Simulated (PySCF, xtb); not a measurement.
(E)-2-chloro-1,3,3-trifluoroprop-1-ene (C3H2ClF3), SMILES F/C=C(/Cl)C(F)F.

GFN2-xTB run with xtb at its own geometry gives an orbital gap of 4.32 eV and a dipole moment of 3.02 D.

Geometry: B3LYP-D3(BJ)/def2-SVP. One conformer was computed; it need not be the lowest.

Question: What does B3LYP/def2-TZVP (PySCF) give? (Estimate from the structure and the level; the computed values follow.)

Answer: gap 6.51 eV (levels -7.62 and -1.12 eV), dipole 1.92 D.
